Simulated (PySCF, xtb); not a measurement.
C3H12OSi2, SMILES C[SiH](C)C[SiH2]O. The values are those of a single conformer.

Harmonic wavenumbers (cm⁻¹) from GFN2-xTB (xtb) at its own minimum, in rising order: 28, 55, 100, 111, 123, 163, 178, 214, 220, 256, 469, 603, 615, 619, 643, 700, 717, 749, 752, 775, 788, 795, 811, 831, 834, 865, 886, 1021, 1139, 1373, 1376, 1457, 1488, 1491, 1493, 1497, 2161, 2213, 2324, 2956, 2976, 3031, 3036, 3040, 3043, 3045, 3051, 3675.

Q: What does PBE-D3(BJ)/def2-SVP (PySCF 2.14.0) give at its own minimum? (Estimate from the structure and the level; the computed values follow.)

A: 29, 63, 97, 158, 164, 178, 189, 218, 231, 268, 468, 588, 596, 607, 655, 684, 696, 734, 746, 805, 809, 826, 854, 867, 876, 891, 921, 980, 1022, 1213, 1221, 1327, 1377, 1381, 1388, 1391, 2123, 2137, 2189, 2971, 2971, 2972, 3037, 3068, 3069, 3073, 3074, 3765. Paired by order, the mean absolute difference is 44 cm⁻¹ and the zero-point energies are 86.9 and 85.7 kcal/mol.
